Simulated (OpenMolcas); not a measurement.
A run on Yb3+ with its 6 nearest oxide ions at 2.303 Å, on the Ca site of CaO (a = 4.8105 Å, distance in the model lattice 2.405 Å). The rest of the host is ab initio model potentials to 7.6 Å, with orthogonalisation functions on the cations behind the ligands, and point charges beyond; the distance is set by hand and nothing relaxes, and no local charge compensation is placed. Ligand basis ANO-RCC-VDZP.
```
Yb    0.0000    0.0000    0.0000
O     2.3030    0.0000    0.0000
O     0.0000    2.3030    0.0000
O    -2.3030    0.0000    0.0000
O     0.0000   -2.3030    0.0000
O     0.0000    0.0000    2.3030
O     0.0000    0.0000   -2.3030
```

```
Program             : OpenMolcas
Method              : CASSCF
Basis               : ANO-RCC-VDZP [7s6p4d2f1g]
Scalar Hamiltonian  : DKH2, point nucleus
Active space        : 13 electrons in 7 orbitals (4f)
State averaging     : 2S+1 = 2 odd, 7 roots
Spin-orbit coupling : state interaction with AMFI integrals over the reference wave functions
```

176 basis functions. Blocks (2S+1, parity, CSFs, roots kept): 2, odd, 7, 7.

How long do the RASSCF and RASSI steps take on 1 thread of Arm Neoverse V2 (shared host)?

About 22 s of wall time, without the integral step.
